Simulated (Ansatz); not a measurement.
The cluster K₃Bi. Charge 0, multiplicity 3. Geometry PBE0-D4/def2-TZVP, that of the charge +1 doublet; atoms count from 1.

```tsv
atom	x (Å)	y (Å)	z (Å)
K1	-1.100	1.669	-2.691
K2	-1.423	-2.892	0.919
K3	2.539	1.224	1.774
Bi4	-0.016	-0.001	-0.002
```

In the def2 sets Bi takes a core potential; there is no spin–orbit coupling. At PBE0-D4/def2-TZVP a singlet of charge 0 lies 0.15 eV below the triplet at the same geometry. The structure comes from a short search, and lower isomers may exist.

Estimate the Mulliken populations from the PBE0/def2-TZVP orbitals of Ansatz.


```tsv
atom	charge (e)	spin (α − β)
K1	0.29	0.35
K2	0.29	0.35
K3	0.28	0.35
Bi4	-0.85	0.95
```
Mulliken values and Mayer orders depend strongly on the basis.

Where does the spin sit?

Summed by element: K 1.05, Bi 0.95, of 2 unpaired in all. Largest on single atoms: Bi4 0.95, K2 0.35, K1 0.35.

And the Mayer bond orders between bonded heavy atoms (over 0.3)?

K1–Bi4 0.59 (3.35 Å); K2–Bi4 0.59 (3.35 Å); K3–Bi4 0.59 (3.34 Å).
